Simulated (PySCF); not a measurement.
Isomers of C5H9FO2Si.

All values: PBE0/pcSseg-1 (PySCF) at GFN2-xTB geometries, gas phase, one conformer each.

(1) Rank by LUMO energy, highest first.
A. `[CH3:1][C:2](=[O:3])[Si@@H:4]([CH:5]=[O:6])[C@@H:7]([CH3:8])[F:9]` with C1–C2–Si4–C5 -172°, C2–Si4–C5–O6 125°, C2–Si4–C7–C8 -62°
B. `[CH3:1][O:2][C@H:3]1[CH:4]=[C:5]([F:6])[CH2:7][SiH2:8][O:9]1` with C1–O2–C3–C4 170°, O2–C3–C4–C5 82°, C4–C5–C7–Si8 19°, C5–C7–Si8–O9 -2°, C7–Si8–O9–C3 -36°
C. `[CH3:1][O:2][SiH2:3][CH2:4][C:5](=[C:6]=[O:7])[CH2:8][F:9]` with C1–O2–Si3–C4 179°, O2–Si3–C4–C5 -54°, Si3–C4–C5–C6 -101°, C4–C5–C8–F9 80°
D. `[O:1]=[CH:2]/[CH:3]=[C:4](\[CH2:5][CH2:6][F:7])[SiH2:8][OH:9]` with O1–C2–C3–C4 171°, C3–C4–C5–C6 -82°, C4–C5–C6–F7 -67°, C3–C4–Si8–O9 101°, C4–Si8–O9–H 41°
E. `[F:1]/[C:2]1=[CH:3]/[O:4][CH2:5][SiH2:6][O:7][CH2:8][CH2:9]1` with C2–C3–O4–C5 -16°, C3–O4–C5–Si6 -56°, O4–C5–Si6–O7 94°, C5–Si6–O7–C8 -53°
F. `[CH3:1][O:2][C@@H:3]1[CH:4]=[C:5]([F:6])[SiH2:7][O:8][CH2:9]1` with C1–O2–C3–C4 -175°, O2–C3–C4–C5 -58°, C4–C5–Si7–O8 -32°, C5–Si7–O8–C9 27°, Si7–O8–C9–C3 15°

(2) Rank by dipole moment, lowest first.
A. `[CH3:1][O:2][Si@H:3]1[CH2:4][C:5]([CH2:6][OH:7])=[C:8]1[F:9]` with C1–O2–Si3–C4 -174°, C4–C5–C6–O7 -158°, C5–C6–O7–H -42°
B. `[F:1]/[C:2]1=[CH:3]/[O:4][CH2:5][SiH2:6][O:7][CH2:8][CH2:9]1` with C2–C3–O4–C5 -16°, C3–O4–C5–Si6 -56°, O4–C5–Si6–O7 94°, C5–Si6–O7–C8 -53°
C. `[CH3:1][O:2][C@@H:3]1[CH:4]=[C:5]([F:6])[SiH2:7][O:8][CH2:9]1` with C1–O2–C3–C4 -175°, O2–C3–C4–C5 -58°, C4–C5–Si7–O8 -32°, C5–Si7–O8–C9 27°, Si7–O8–C9–C3 15°
D. `[CH3:1][SiH2:2][CH2:3][C:4]([F:5])([CH:6]=[O:7])[CH:8]=[O:9]` with C1–Si2–C3–C4 57°, Si2–C3–C4–F5 -65°, C3–C4–C6–O7 -121°, C3–C4–C8–O9 -62°
E. `[CH3:1][CH2:2][O:3][SiH2:4]/[C:5]([F:6])=[CH:7]\[CH:8]=[O:9]` with C1–C2–O3–Si4 174°, C2–O3–Si4–C5 -178°, O3–Si4–C5–F6 -142°, C5–C7–C8–O9 -178°
F. `[CH3:1][C:2](=[O:3])[Si@@H:4]([CH:5]=[O:6])[C@@H:7]([CH3:8])[F:9]` with C1–C2–Si4–C5 -172°, C2–Si4–C5–O6 125°, C2–Si4–C7–C8 -62°

(3) Rank by HOMO energy, highest first.
A. `[CH3:1][O:2][CH2:3][SiH2:4]/[C:5]([F:6])=[CH:7]\[CH:8]=[O:9]` with C1–O2–C3–Si4 178°, O2–C3–Si4–C5 -66°, C3–Si4–C5–F6 -104°, C5–C7–C8–O9 -179°
B. `[CH3:1][C:2](=[O:3])[Si@@H:4]([CH:5]=[O:6])[C@@H:7]([CH3:8])[F:9]` with C1–C2–Si4–C5 -172°, C2–Si4–C5–O6 125°, C2–Si4–C7–C8 -62°
C. `[CH3:1][O:2][Si@H:3]1[CH2:4][C:5]([CH2:6][OH:7])=[C:8]1[F:9]` with C1–O2–Si3–C4 -174°, C4–C5–C6–O7 -158°, C5–C6–O7–H -42°
D. `[CH3:1][SiH2:2][CH2:3][C:4]([F:5])([CH:6]=[O:7])[CH:8]=[O:9]` with C1–Si2–C3–C4 57°, Si2–C3–C4–F5 -65°, C3–C4–C6–O7 -121°, C3–C4–C8–O9 -62°
E. `[CH3:1][O:2][SiH2:3][CH2:4][C:5](=[C:6]=[O:7])[CH2:8][F:9]` with C1–O2–Si3–C4 179°, O2–Si3–C4–C5 -54°, Si3–C4–C5–C6 -101°, C4–C5–C8–F9 80°
F. `[F:1]/[C:2]1=[CH:3]/[O:4][CH2:5][SiH2:6][O:7][CH2:8][CH2:9]1` with C2–C3–O4–C5 -16°, C3–O4–C5–Si6 -56°, O4–C5–Si6–O7 94°, C5–Si6–O7–C8 -53°

## Answers

(1) E (0.56 eV), B (0.16 eV), F (-0.31 eV), C (-1.07 eV), A (-1.80 eV), D (-2.34 eV).

(2) B (1.61 D), F (1.93 D), D (2.28 D), C (3.15 D), A (3.32 D), E (4.42 D).

(3) F (-6.44 eV), E (-6.61 eV), B (-7.00 eV), C (-7.15 eV), A (-7.33 eV), D (-7.71 eV).

All values together:

```tsv
SMILES	μ (D)	HOMO (eV)	LUMO (eV)	lowest IAO charge (e)	highest IAO charge (e)	lowest Hirshfeld charge (e)	highest Hirshfeld charge (e)
CO[C@@H]1C=C(F)[SiH2]OC1	3.15	-7.43	-0.31	-0.642 (O)	+0.991 (Si)	-0.228 (O)	+0.382 (Si)
O=C/C=C(\CCF)[SiH2]O	3.74	-7.52	-2.34	-0.791 (O)	+1.021 (Si)	-0.308 (O)	+0.398 (Si)
CO[C@H]1C=C(F)C[SiH2]O1	1.69	-7.27	0.16	-0.649 (O)	+1.010 (Si)	-0.231 (O)	+0.406 (Si)
CC(=O)[Si@@H](C=O)[C@@H](C)F	1.93	-7.00	-1.80	-0.479 (C)	+0.743 (Si)	-0.222 (O)	+0.341 (Si)
CCO[SiH2]/C(F)=C\C=O	4.42	-7.38	-1.89	-0.647 (O)	+1.001 (Si)	-0.238 (O)	+0.404 (Si)
C[SiH2]CC(F)(C=O)C=O	2.28	-7.71	-1.92	-0.715 (C)	+0.762 (Si)	-0.212 (C)	+0.348 (Si)
CO[Si@H]1CC(CO)=C1F	3.32	-7.15	-0.09	-0.624 (O)	+1.121 (Si)	-0.237 (O)	+0.420 (Si)
CO[SiH2]CC(=C=O)CF	3.34	-6.61	-1.07	-0.644 (O)	+1.012 (Si)	-0.213 (O)	+0.397 (Si)
F/C1=C/OC[SiH2]OCC1	1.61	-6.44	0.56	-0.636 (O)	+0.977 (Si)	-0.225 (O)	+0.388 (Si)
COC[SiH2]/C(F)=C\C=O	4.38	-7.33	-1.82	-0.399 (O)	+0.748 (Si)	-0.239 (O)	+0.347 (Si)
```

Conformers: `[CH3:1][O:2][C@@H:3]1[CH:4]=[C:5]([F:6])[SiH2:7][O:8][CH2:9]1` with C1–O2–C3–C4 -175°, O2–C3–C4–C5 -58°, C4–C5–Si7–O8 -32°, C5–Si7–O8–C9 27°, Si7–O8–C9–C3 15°; `[O:1]=[CH:2]/[CH:3]=[C:4](\[CH2:5][CH2:6][F:7])[SiH2:8][OH:9]` with O1–C2–C3–C4 171°, C3–C4–C5–C6 -82°, C4–C5–C6–F7 -67°, C3–C4–Si8–O9 101°, C4–Si8–O9–H 41°; `[CH3:1][O:2][C@H:3]1[CH:4]=[C:5]([F:6])[CH2:7][SiH2:8][O:9]1` with C1–O2–C3–C4 170°, O2–C3–C4–C5 82°, C4–C5–C7–Si8 19°, C5–C7–Si8–O9 -2°, C7–Si8–O9–C3 -36°; `[CH3:1][C:2](=[O:3])[Si@@H:4]([CH:5]=[O:6])[C@@H:7]([CH3:8])[F:9]` with C1–C2–Si4–C5 -172°, C2–Si4–C5–O6 125°, C2–Si4–C7–C8 -62°; `[CH3:1][CH2:2][O:3][SiH2:4]/[C:5]([F:6])=[CH:7]\[CH:8]=[O:9]` with C1–C2–O3–Si4 174°, C2–O3–Si4–C5 -178°, O3–Si4–C5–F6 -142°, C5–C7–C8–O9 -178°; `[CH3:1][SiH2:2][CH2:3][C:4]([F:5])([CH:6]=[O:7])[CH:8]=[O:9]` with C1–Si2–C3–C4 57°, Si2–C3–C4–F5 -65°, C3–C4–C6–O7 -121°, C3–C4–C8–O9 -62°; `[CH3:1][O:2][Si@H:3]1[CH2:4][C:5]([CH2:6][OH:7])=[C:8]1[F:9]` with C1–O2–Si3–C4 -174°, C4–C5–C6–O7 -158°, C5–C6–O7–H -42°; `[CH3:1][O:2][SiH2:3][CH2:4][C:5](=[C:6]=[O:7])[CH2:8][F:9]` with C1–O2–Si3–C4 179°, O2–Si3–C4–C5 -54°, Si3–C4–C5–C6 -101°, C4–C5–C8–F9 80°; `[F:1]/[C:2]1=[CH:3]/[O:4][CH2:5][SiH2:6][O:7][CH2:8][CH2:9]1` with C2–C3–O4–C5 -16°, C3–O4–C5–Si6 -56°, O4–C5–Si6–O7 94°, C5–Si6–O7–C8 -53°; `[CH3:1][O:2][CH2:3][SiH2:4]/[C:5]([F:6])=[CH:7]\[CH:8]=[O:9]` with C1–O2–C3–Si4 178°, O2–C3–Si4–C5 -66°, C3–Si4–C5–F6 -104°, C5–C7–C8–O9 -179°.
